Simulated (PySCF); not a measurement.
A run for PySCF: R-B3LYP/3-21G on GaH6P (a complex), monomers drawn apart or pushed together.

```python
from pyscf import gto, scf, dft, mp
from pyscf.data.elements import chemcore

mol = gto.M(
    atom='''
    Ga   -0.46139918    0.48939567    0.71029416
    H    -1.53944779    1.49701782    1.26561849
    H    -0.95067189   -0.79867936   -0.05584908
    H     1.00394424    1.01247660    0.45527909
    P     0.42882547   -1.59778931    4.74271704
    H     1.38132868   -2.63484759    4.78637457
    H     0.91849407   -0.83149185    5.81861125
    H    -0.61408457   -2.25537415    5.42424926
    ''',
    basis='3-21g',
    charge=0, spin=0, verbose=3, max_memory=1800)
mf = dft.RKS(mol, xc='b3lyp')
mf.conv_tol = 1e-8
mf.max_cycle = 100
mf.kernel()
if not mf.converged:
    mf = mf.newton().run(mf.mo_coeff, mf.mo_occ)
```

Question: Give the final energy of this run.

Answer: -2258.5853 hartree.
